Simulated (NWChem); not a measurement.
System: GaH$_{2}$S$_{2}$F; SMILES [F][Ga]([SH])[SH]

```xyz
6

Ga    -0.2367    -0.0107     0.0000
F     -1.9861     0.0513     0.0000
S      0.7990     1.9179     0.0000
H     -0.3708     2.5967     0.0000
S      0.6791    -1.9953     0.0000
H      1.9331    -1.4898     0.0000
```
Atoms are numbered in this order, from 1.

Computed with NWChem. All runs use the structure optimised with PBE0/def2-SVP. Ions are spin-unrestricted doublets at the neutral geometry; other ion states weren't tried.

Q: Predict the results for B3LYP/def2-SVP. Quantities: vertical ionisation energy, ΔSCF (eV); −ε(HOMO) (eV).

A: 
| Item | Result |
|---|---|
| vertical ionisation energy, ΔSCF (eV) | 9.81 |
| −ε(HOMO) (eV) | 7.49 |
